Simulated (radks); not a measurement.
The numbers below are computed, except where a source is named.
Initial-state core-level shifts of the iodine ion I+ when its valence configuration changes from [Kr] 4d10 5s2 5p4. Code: a radial shooting solver on a logarithmic mesh with Libxc functionals. Model: non-relativistic Kohn-Sham, BLYP, spin-polarised, spherical densities, point nucleus; open shells are filled with parallel spins first (spin-orbit coupling, left out, can overturn this in heavy ions); relativity is left out, which matters for an element this heavy. Shifts are changes of the shell-averaged eigenvalues in eV (positive: less bound); the change of the density at the nucleus, which sets a Mossbauer isomer shift, is in e/bohr^3, on a base of 1.051e+05.

\begin{tabular}{lrrrrr}
valence & 2s & 2p & 4s & 4p & density at nucleus \\ \hline
4d9 5s2 5p5 & -10.489 & -10.466 & -7.976 & -7.734 & +11.37 \\
4d9 5s1 5p6 & -11.598 & -11.566 & -9.067 & -8.816 & -18.84 \\
4d10 5p6 & -2.376 & -2.360 & -2.349 & -2.333 & -56.42 \\
4d10 5s1 5p5 & -1.174 & -1.166 & -1.164 & -1.156 & -27.73 \\
4d8 5s2 5p6 & -21.190 & -21.145 & -15.842 & -15.355 & +23.13 \\
4d9.5 5s2 5p4.5 & -5.219 & -5.208 & -4.002 & -3.882 & +5.64 \\
4d10 5s1.5 5p4.5 & -0.590 & -0.586 & -0.585 & -0.581 & -13.79 \\
\end{tabular}
